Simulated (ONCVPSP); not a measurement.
**Reading a pseudo-wave (antimony (Sb))**

Columns: radius, all-electron u(r) and pseudo u(r) of the 4p shell (level -101.66 eV) of antimony in the configuration [Ar] 3d10 4s2 4p6 4d10 5s2 5p3; Wu-Cohen, scalar-relativistic, ONCV scheme, ONCVPSP 4.0.1.

```csv
r (bohr),all-electron,pseudo
0.072,0.4406,0.0294
0.145,-0.1922,0.1157
0.217,-0.6607,0.2471
0.290,-0.5970,0.4127
0.362,-0.2127,0.5909
0.435,0.2622,0.7686
0.507,0.6743,0.9249
0.580,0.9781,1.0511
0.652,1.1593,1.1356
0.725,1.2396,1.1773
0.798,1.2414,1.1767
0.870,1.1902,1.1395
0.942,1.1067,1.0738
1.015,1.0047,0.9869
1.088,0.8961,0.8884
1.160,0.7900,0.7875
1.232,0.6892,0.6886
1.305,0.5950,0.5949
1.378,0.5101,0.5100
1.450,0.4358,0.4357
1.522,0.3706,0.3705
1.595,0.3132,0.3131
1.668,0.2638,0.2637
1.740,0.2220,0.2220
1.812,0.1865,0.1864
1.885,0.1559,0.1559
```

(1) How many radial nodes do the two functions have?

(2) At about which radius was the pseudo-wave matched?

(3) Where does each function peak?

(4) Is the pseudo-wave norm-conserving?

Results:

(1) The all-electron 4p function has n − l − 1 = 2; the pseudo-wave has 0, since the states of the same l below it are removed with the core.

(2) 1.35 bohr, where the columns begin to agree (steps of 0.07 bohr).

(3) Outermost all-electron maximum near 0.80 bohr, pseudo maximum near 0.72 bohr (to the table’s step).

(4) Yes: the ONCV scheme keeps the norm inside the radius equal to the all-electron one, which fixes the energy derivative of the logarithmic derivative at the level.
